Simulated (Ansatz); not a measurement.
System: CH4BO2 (charge 0, doublet). It need not be the lowest isomer of its formula. 
Structure (B3LYP-D3(BJ)/def2-TZVP (Ansatz, a first-principles code) minimum search):
```
B
O 1 1.3366
O 1 1.3667 2 122.08
H 3 0.9613 1 113.41 2 180.00
C 1 1.5980 2 113.53 3 180.00
H 5 1.0877 1 113.73 2 0.00
H 5 1.0935 6 108.52 1 -120.96
H 5 1.0935 6 108.52 7 -118.08
```
Charge 0, spin multiplicity 2.

Basis-set convergence of Hartree-Fock and CCSD correlation energies (hartree) with Ansatz. Valence correlation only, unless marked. Open shells are spin-unrestricted. No spin-orbit coupling. Non-relativistic.

```json
[
 {"basis": "cc-pVDZ", "functions": "76", "E(HF)": "-214.69391", "E(corr, CCSD)": "-0.59113"},
 {"basis": "cc-pVTZ", "functions": "176", "E(HF)": "-214.76298", "E(corr, CCSD)": "-0.73278"},
 {"basis": "cc-pVQZ", "functions": "340", "E(HF)": "-214.77886", "E(corr, CCSD)": "-0.77920"}
]
```

Extrapolating the two largest sets (X = 3 and 4) as X^-3: E(corr) = (64·(-0.77920) - 27·(-0.73278))/37 = -0.8131 Eh, an estimate of the basis-set limit. The largest set recovers 95.8 % of it, the smallest 72.7 %.
